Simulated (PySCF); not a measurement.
Compound: C₃H₁₁PSi₂.
Atom-mapped SMILES: `[CH2:1]=[CH:2][CH2:3][SiH2:4][SiH2:5][PH2:6]` (hydrogens: H7, H8 on C1; H9 on C2; H10, H11 on C3; H12, H13 on Si4; H14, H15 on Si5; H16, H17 on P6)

Cartesian coordinates in Å at the PBE0-D3(BJ)/def2-SVP level; atoms count from 1:
```
atom  x, y, z in Å
C1     1.704   -1.304    0.999
C2     1.881   -0.187    0.288
C3     1.252    0.106   -1.035
Si4   -0.204    1.311   -0.825
Si5   -1.773    0.329    0.616
P6    -2.035   -1.817   -0.095
H7     1.087   -2.128    0.626
H8     2.168   -1.429    1.981
H9     2.498    0.615    0.714
H10    1.975    0.555   -1.736
H11    0.863   -0.814   -1.501
H12   -0.851    1.588   -2.149
H13    0.279    2.613   -0.263
H14   -3.060    1.095    0.610
H15   -1.261    0.283    2.019
H16   -3.220   -2.063    0.665
H17   -2.758   -1.430   -1.267
```

The closed-shell ground state was solved at several levels (PySCF, density fitting, gas phase, non-relativistic).

| level | basis functions | HOMO (eV) | LUMO (eV) | gap (eV) | dipole (D) |
| --- | --- | --- | --- | --- | --- |
| CAM-B3LYP/def2-SVPD | 220 | -8.47 | 0.73 | 9.20 | 0.47 |
| B3LYP/pcSseg-1 | 178 | -6.96 | -0.40 | 6.56 | 0.55 |

**Question.** Estimate the row for PBE0/pcSseg-1, a basis of 178 functions; the other rows only guide the guess.

**Answer.** HOMO -7.18 eV, LUMO -0.25 eV, gap 6.93 eV, dipole 0.62 D.

**Question.** Over all these levels, which gives the widest orbital gap and which the narrowest?

**Answer.** CAM-B3LYP/def2-SVPD (range-separated hybrid) has the widest, 9.20 eV, and B3LYP/pcSseg-1 (global hybrid, 20 % exact exchange) the narrowest, 6.56 eV. Functional and basis both differ between the two, so the spread mixes both effects.

**Question.** How far do the dipole and the HOMO energy spread over the levels?

**Answer.** The dipole runs from 0.47 to 0.62 D (mean 0.55 D) and the HOMO from -8.47 to -6.96 eV.

One conformer stands for the species.
